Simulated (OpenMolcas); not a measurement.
**Ag VI: effect of the active space**

```
Program             : OpenMolcas
Method              : SS-CASPT2 or its RAS form, IPEA 0.25 Eh, imaginary shift 0.1 Eh
Basis               : ANO-RCC-VQZP
Scalar Hamiltonian  : DKH2, point nucleus
Spin-orbit coupling : RASSI with atomic mean-field integrals over the reference wave functions, term energies averaged over their components
```

A. 6 electrons in 5 orbitals (4d); 2S+1 = 5 even, 5 roots; 2S+1 = 3 even, 45 roots; 2S+1 = 1 even, 50 roots; closed shells correlated: 4s 4p; CASPT2 step of the order of 40 core-seconds
B. 12 electrons in 8 orbitals (RAS1 4p, at most 2 holes; RAS2 4d); 2S+1 = 5 even, 5 roots; 2S+1 = 3 even, 45 roots; 2S+1 = 1 even, 49 roots; closed shells correlated: 4s; CASPT2 step of the order of 2.1 core-minutes
C. 6 electrons in 10 orbitals (4d 5d); 2S+1 = 5 even, 5 roots; 2S+1 = 3 even, 45 roots; 2S+1 = 1 even, 49 roots; closed shells correlated: 4s 4p; CASPT2 step roughly 50 core-minutes

Energies in cm⁻¹ above 4d⁶ ⁵D₄, the measured ground level; measured values from the list in Gamrath, thesis, University of Mons (2023).

```
            Level      A      B      C  Measured
          4d⁶ ⁵D₄    0.0    0.0    0.0       0.0
          4d⁶ ⁵D₃   2560   2580   2520      2692
          4d⁶ ⁵D₂   3820   3840   3740      3953
          4d⁶ ⁵D₁   4760   4770   4660      4941
          4d⁶ ⁵D₀   5180   5190   5070      5380
       4d⁶ ³P₂(1)  21590  22100  21640     21042
          4d⁶ ³H₆  22370  22140  22380     21512
   4d⁶ ³H₅ [73 %]  22690  22530  22680     21812
4d⁶ ³F₃(1) [73 %]  25210  25350  25200     24441
       4d⁶ ³F₂(1)  26160  26550  26160     25306
       4d⁶ ³P₁(1)  28620  29290  28700     28232
   4d⁶ ³G₅ [73 %]  28710  28670  28730     27958
4d⁶ ³P₀(1) [73 %]  29310  29810  29390          
          4d⁶ ³G₄  30440  30460  30440     29660
   4d⁶ ³G₃ [73 %]  31090  31230  31080     30361
          4d⁶ ³D₂  33710  33980  33710     32650
          4d⁶ ³D₁  34450  34770  34450     33558
          4d⁶ ³D₃  34550  34920  34590     33509
          4d⁶ ¹I₆  35380  35010  35380     34194
       4d⁶ ¹G₄(1)  38490  38570  38580     37481
       4d⁶ ¹D₂(1)  42860  43390  42960     41372
          4d⁶ ¹F₃  46450  46730  46440     44724
       4d⁶ ³P₀(2)  52230  52620  52580          
       4d⁶ ³P₁(2)  53670  53860  53680     51664
```

Deviations, from unrounded energies. A percentage is the sum of absolute deviations over the sum of measured energies, with the sign that they share, or ± where signs differ.

| Against measurement | Levels | A | B | C |
| --- | --- | --- | --- | --- |
| mean absolute deviation (cm-1) | 21 | 840 | 980 | 870 |
| fine structure of the ground term (%) | 4 | -3.8 | -3.4 | -5.7 |
| other terms of the ground configuration (%) | 17 | +3.1 | +3.7 | +3.2 |

A, C lie about equally close to measurement and B furthest from it. The largest miss of A in the table is 4d⁶ ³P₁(2), by +2000 cm-1. The ranking rests on the paired levels alone, and a cruder setting can come out closer through cancelling errors.

The spin-orbit steps hold different terms of 4d⁶ (B lacks a ¹S; C lacks a ¹S), which shifts levels as well.

The two smallest mean deviations differ by little beside CASPT2's spread within terms, so their order carries little weight.

Among A to C the level of the table that moves most is 4d⁶ ³P₁(1), by 670 cm-1 (lowest in A, highest in B). Moves below CASPT2's spread within the term are not significant.

Term energies are means over components that CASPT2 splits; among the terms shown or strongly mixed into the levels shown the widest spread is 300 cm-1 (4d⁶ ³F(2), B). Active for correlation alone: 4p; no level in the range computed is led by a configuration that opens it, so any true level of that kind is missing (holds for B). The CASPT2 spread within a term exceeds the gap to the next term for 4d⁶ ³P(2) and 4d⁶ ³F(2), so the order of their levels is uncertain, and so are names and mixing where such terms share a J (holds for B). Active for correlation alone: 5d; no level in the range computed is led by a configuration that fills it, so any true level of that kind is missing (holds for C). Measured partners are found by configuration, term and J. A level has none where our copy of the source lacks it or the pairing is in doubt (some pairs that miss far off the trend of their configuration count as doubtful), and it then counts in no deviation. Levels of configurations outside the active space are missing. The table leaves out levels that lie high or whose names do not pair safely across all columns.

A share in square brackets marks a mixed level and gives the weight of the term that names it, the lowest over the columns. A number in round brackets counts repeated terms of one configuration in the order of the reference energies.
